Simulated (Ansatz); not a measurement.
Reaction (atomization): `C[O][In][O]C`• → 2 C• + 6 H• + In• + 2 O•

Gas-phase electronic energies from Ansatz, PBE0-D4/def2-TZVP geometries. CBS: MP2 limit from def2 TZ/QZ plus the TZ coupled-cluster correction, frozen cores. This one scheme is used for every species, atoms too. Open shells (•) are unrestricted, without spin–orbit coupling. Spin–orbit coupling would lower the free atoms: a little for C, O; strongly for In. def2 core potentials past Kr. Bonds to In are less sure, by a few kJ/mol each and by 10 to 20 or more in all where they break to atoms, as the def2 sets lack core-valence functions. Each species was taken in one conformer, which may not be the lowest.

| species | CCSD(T)/CBS(def2) energy (Eh) |
| --- | --- |
| `C[O][In][O]C`• | -419.84669 |
| C• | -37.79194 |
| H• | -0.50000 |
| In• | -189.78701 |
| O• | -75.00631 |

(1) Work out ΔE.

Largest T1 diagnostic among the species: 0.022.

Results:

(1) ΔE = 6 × (-0.50000) + 2 × (-37.79194) + 2 × (-75.00631) + (-189.78701) − (-419.84669) = 1.46318 Eh = +39.82 eV.

From BLYP to BHLYP (50 % exact exchange), in def2-TZVPP and without D4, ΔE moves by −1.67 eV: exact exchange takes away binding that semilocal exchange gives to molecules. The D4 term adds +0.33 eV with B3LYP and +0.17 eV with PBE0; it sums over pairs of atoms, weighted by their polarisabilities, and B3LYP, whose exchange is more repulsive, gets the larger term. In def2-TZVPP, CCSD(T) changes the Hartree–Fock value by +11.02 eV (the triples alone add +0.71 eV) and MP2 by +11.71 eV; breaking electron pairs costs correlation energy, which Hartree–Fock lacks.

B3LYP here is the variant with VWN-RPA as its local correlation; programs differ in this.

For atomizations the MP2-based limit and the directly extrapolated one differ by several kJ/mol either way, and by 10 to 25 for some Ge, Se and Sn compounds, so smaller differences from it don't rank the levels.
